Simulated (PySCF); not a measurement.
## Working out the ionisation energy of Se

Se [Ar] 3d10 4s2 4p4 (3P) → Se⁺ [Ar] 3d10 4s2 4p3 (4S). Calculation: PySCF 2.14, in aug-cc-pVQZ-PP with one added diffuse shell each of s, p, d, f, g type with ECP10MDF (8s7p6d4f3g, 114 functions); a scalar-relativistic core potential. Frozen: 3s2 3p6 3d10. Energies in hartree (1 hartree = 27.21139 eV):

```csv
part,Se (lower),Se⁺ (upper)
UHF,-371.864099,-371.550232
MP2 opposite-spin,-0.087066,-0.060678
MP2 same-spin,-0.024181,-0.021059
```

Problem. What does Hartree-Fock give?

Solution. (-371.550232) − (-371.864099) = 0.313867 hartree = 8.541 eV.

Problem. What do MP2 and SCS-MP2 (6/5 opposite-spin, 1/3 same-spin) give?

Solution. The opposite-spin parts differ by 0.718 eV and the same-spin parts by 0.085 eV. MP2: 8.541 + (0.718) + (0.085) = 9.344 eV. SCS-MP2: 8.541 + 1.2 × (0.718) + (0.085)/3 = 9.431 eV.

Measured between the centres of the two terms (NIST): 9.635 eV, so MP2 (valence) is off by -0.291 eV.

What remains against the reference includes basis incompleteness, the frozen core and correlation beyond second order.
